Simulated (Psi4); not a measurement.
Pair of molecules: N2 (SMILES N#N) (first 2 atoms) with CH4O (SMILES CO); geometry from B3LYP-D3(BJ)/def2-TZVP.
(charge 0, multiplicity 1):
```csv
atom,x (Å),y (Å),z (Å)
N,-0.3484,0.3628,-0.3261
N,0.3666,-0.3585,0.0709
C,0.2281,-0.4959,3.6436
O,-0.6327,0.4388,3.0066
H,0.9253,-0.0098,4.3348
H,0.8048,-0.9786,2.8562
H,-0.3298,-1.2671,4.1860
H,-1.1589,0.8833,3.6782
```

Method: SAPT0/jun-cc-pV(D+d)Z (Psi4).

Q: Give the four SAPT terms and the total, and say what mostly holds the pair together.

A: electrostatics -0.89, exchange 1.21, induction -0.17, dispersion -0.83, total -0.68 kcal/mol; the largest attraction is electrostatics.
